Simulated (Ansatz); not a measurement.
Basis-set series for FH₇OSi₃, SMILES `F[SiH]([SiH3])O[SiH3]`. The species carries charge 0 and has multiplicity 1. All single points use the PBE0-D4/def2-TZVP geometry. It is one conformer, not always the lowest.

Cartesian coordinates in Å:
```
F 1.1414 2.1526 -0.1092
Si -0.0629 1.2434 0.4249
Si 0.8348 -0.3707 1.8719
O -0.7960 0.5514 -0.8474
Si -0.7846 -0.6283 -1.9871
H -1.0389 2.1597 1.0607
H -0.2547 -1.2609 2.3569
H 1.4726 0.2914 3.0409
H 1.8497 -1.1943 1.1619
H -2.1892 -0.9722 -2.3120
H -0.0846 -1.8288 -1.4583
H -0.0876 -0.1433 -3.2031
```

```
functional       basis  functions  energy (Eh)  HOMO (eV)  LUMO (eV)
   PBE0-D4    def2-SVP        117  -1046.92259      -8.08      -0.11
   PBE0-D4  def2-TZVPP        286  -1047.46416      -8.12      -0.45
   ωB97M-V    def2-SVP        117  -1047.33346     -10.13       1.77
   ωB97M-V  def2-TZVPP        286  -1047.88171     -10.20       1.28
```

Give the rows for def2-QZVPP. (Best estimate.)

Computed: 
```json
{"functional": "PBE0-D4", "basis": "def2-QZVPP", "functions": "534", "energy (Eh)": "-1047.50489", "HOMO (eV)": "-8.13", "LUMO (eV)": "-0.54"}
{"functional": "ωB97M-V", "basis": "def2-QZVPP", "functions": "534", "energy (Eh)": "-1047.91949", "HOMO (eV)": "-10.21", "LUMO (eV)": "1.05"}
```

Positive LUMOs are unbound and depend on the basis.
